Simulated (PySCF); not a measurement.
Si(H)2(OH)(nBu), SMILES CCCC[SiH2]O, GFN2-xTB optimised geometry.

```
18

Si    -0.44    -0.68     0.00
O     -0.76    -1.41    -1.42
C     -1.17    -1.65     1.47
C     -0.81    -1.04     2.82
C     -1.43    -1.77     4.01
C     -0.86    -3.16     4.23
H     -1.01     0.68     0.00
H      1.01    -0.68     0.00
H     -1.64    -1.66    -1.68
H     -0.81    -2.68     1.43
H     -2.26    -1.70     1.39
H     -1.14     0.00     2.83
H      0.28    -1.03     2.93
H     -2.52    -1.84     3.86
H     -1.27    -1.17     4.91
H     -1.29    -3.61     5.12
H      0.22    -3.11     4.35
H     -1.08    -3.81     3.38
```

Density from PBE0/def2-SVP (PySCF) at that geometry.

Minimum of the electron density along straight lines between bonded atoms, close to the bond critical point (lines longer than 1.1 times the sum of covalent radii, or with two minima, are not listed):

| bond | length / Å | ρ at the minimum / e bohr⁻³ | ∇²ρ there / e bohr⁻⁵ | position (fraction from the first atom) |
|---|---|---|---|---|
| Si1–O2 | 1.629 | 0.128 | 1.07 | 0.41 |
| Si1–C3 | 1.902 | 0.113 | 0.31 | 0.38 |
| C3–C4 | 1.526 | 0.240 | -0.53 | 0.50 |
| C4–C5 | 1.530 | 0.243 | -0.55 | 0.50 |
| C5–C6 | 1.524 | 0.243 | -0.55 | 0.50 |
| Si1–H7 | 1.468 | 0.117 | 0.32 | 0.49 |
| Si1–H8 | 1.457 | 0.120 | 0.33 | 0.49 |
| O2–H9 | 0.953 | 0.357 | -2.41 | 0.82 |
| C3–H10 | 1.092 | 0.271 | -0.95 | 0.62 |
| C3–H11 | 1.094 | 0.268 | -0.93 | 0.62 |
| C4–H12 | 1.093 | 0.276 | -0.99 | 0.62 |
| C4–H13 | 1.092 | 0.276 | -0.99 | 0.62 |
| C5–H14 | 1.093 | 0.275 | -0.99 | 0.62 |
| C5–H15 | 1.093 | 0.275 | -0.99 | 0.62 |
| C6–H16 | 1.088 | 0.276 | -1.00 | 0.62 |
| C6–H17 | 1.088 | 0.276 | -1.00 | 0.62 |
| C6–H18 | 1.087 | 0.276 | -1.00 | 0.62 |
